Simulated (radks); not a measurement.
Problem. All-electron atom: Zn3+ in [Ar] 3d8 6p1 (not the ground configuration). Calculated with a radial shooting solver on a logarithmic mesh with Libxc functionals: Dirac Kohn-Sham, BLYP, spin-unpolarised, spherical densities, finite nucleus; open shells are shared between the two j in proportion to 2j + 1; Fermi nuclear charge, rms radius 3.9283 fm. Some entries of the table are withheld. Estimate them.

orbital,occ.,eigenvalue (eV),<1/r> (bohr^-1)
1s1/2,2,-9588.645,30.23
2s1/2,2,-1221.746,6.620
2p1/2,2,-1083.699,6.579
2p3/2,4,-1059.812,6.421
3s1/2,2,-189.8802,2.123
3p1/2,2,(1),2.001
3p3/2,4,(2),1.964
3d3/2,3.2,-68.9784,(3)
3d5/2,4.8,-68.5489,(4)
6p1/2,0.333333,-9.6978,0.1833
6p3/2,0.666667,-9.6488,0.1833

Solution. 
(1) 3p1/2 eigenvalue (eV): -145.8739
(2) 3p3/2 eigenvalue (eV): -142.6759
(3) 3d3/2 <1/r> (bohr^-1): 1.669
(4) 3d5/2 <1/r> (bohr^-1): 1.660
